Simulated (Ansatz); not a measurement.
Gas-phase electronic energies from Ansatz, PBE0-D4/def2-TZVP geometries. CCSD(T)/CBS is the MP2 limit (def2-TZVPP, def2-QZVPP) plus CCSD(T) − MP2 in def2-TZVPP, frozen cores. Functionals use def2-TZVPP. B3LYP here is the variant with VWN-RPA as its local correlation; programs differ in this. One conformer a species, not always the lowest.

Reaction (cleavage of the Al–Si bond): `C[SiH](C)[AlH][Cl]` + `CC(C)N` → `CC(C)[NH][AlH][Cl]` + `C[SiH2]C`

Task: Is it downhill or uphill in electronic energy at CCSD(T)/CBS, and by how much? (An estimate is asked.)

Result: Ansatz gave: Downhill: ΔE = -101.6 kJ/mol.

Task: What do these levels give: PBE-D4, r2SCAN-D4, B3LYP-D4, B2PLYP, PBE, r2SCAN, HF/def2-TZVPP, SCS-MP2/def2-TZVPP, CCSD/def2-TZVPP, HF/def2-QZVPP, SCS-MP2/def2-QZVPP, HF/CBS(def2)? (An estimate is asked.)

Result: Computed: PBE-D4 -84.4, r2SCAN-D4 -101.1, B3LYP-D4 -102.8, B2PLYP -106.8, PBE -84.0, r2SCAN -101.0, HF/def2-TZVPP -110.3, SCS-MP2/def2-TZVPP -111.6, CCSD/def2-TZVPP -103.9, HF/def2-QZVPP -111.5, SCS-MP2/def2-QZVPP -111.3, HF/CBS(def2) -111.7 kJ/mol.

Largest T1 diagnostic among the species: 0.010.

From PBE to PBE0 (25 % exact exchange), in def2-TZVPP and without D4, ΔE moves by −3.4 kJ/mol.
